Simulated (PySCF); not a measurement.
## Level sweep

CH7FP2Si.
SMILES: `FC[SiH](P)P`

PySCF, dipoles from the SCF density, polarisabilities from static response with core orbitals frozen. The structure is a single PBE0-D3(BJ)/def2-SVP conformer in the gas phase; no vibrational or solvent corrections.

The anisotropy is √(½[(α1 − α2)² + (α2 − α3)² + (α3 − α1)²]).

```csv
level,μ (D),α (au),anisotropy (au)
LDA/def2-SVPD,1.253,103.00,31.01
PBE/def2-SVPD,1.210,101.33,30.76
B3LYP/def2-SVPD,1.285,98.48,28.99
PBE0/def2-SVPD,1.267,97.84,28.84
BHandHLYP/def2-SVPD,1.346,95.14,27.05
CAM-B3LYP/def2-SVPD,1.306,96.79,27.48
wB97X-D/def2-SVPD,1.251,96.77,28.14
LC-wPBE/def2-SVPD,1.275,94.67,26.47
HF/def2-SVPD,1.362,91.79,24.76
PBE0/6-31G*,1.169,82.38,27.82
PBE0/6-31+G*,1.298,90.93,28.58
PBE0/def2-SVP,1.207,82.95,23.29
PBE0/aug-cc-pVDZ,1.211,100.46,30.42
PBE0/def2-TZVP,1.207,94.11,29.09
PBE0/def2-TZVPD,1.226,100.17,30.20
```

The dipole runs from 1.17 D (PBE0/6-31G*) to 1.36 D (HF/def2-SVPD). No reference polarisability is at hand; against PBE0 in the largest diffuse basis at hand (def2-TZVPD) the other PBE0 rows deviate by 6-31G* -18%, 6-31+G* -9%, def2-SVP -17%, def2-SVPD -2%, aug-cc-pVDZ 0%, def2-TZVP -6%. In one basis (def2-SVPD) the functionals order the polarisability from HF (lowest) to LDA (highest), a spread of 12%. With PBE0 the polarisability is 86.48 au without diffuse functions (mean of 6-31G*, def2-SVP and def2-TZVP) and 97.35 au with them (mean of 6-31+G*, def2-SVPD, aug-cc-pVDZ and def2-TZVPD).

Without π bonds the low states are Rydberg-like; a valence basis with one diffuse set may place them up to an eV too high.
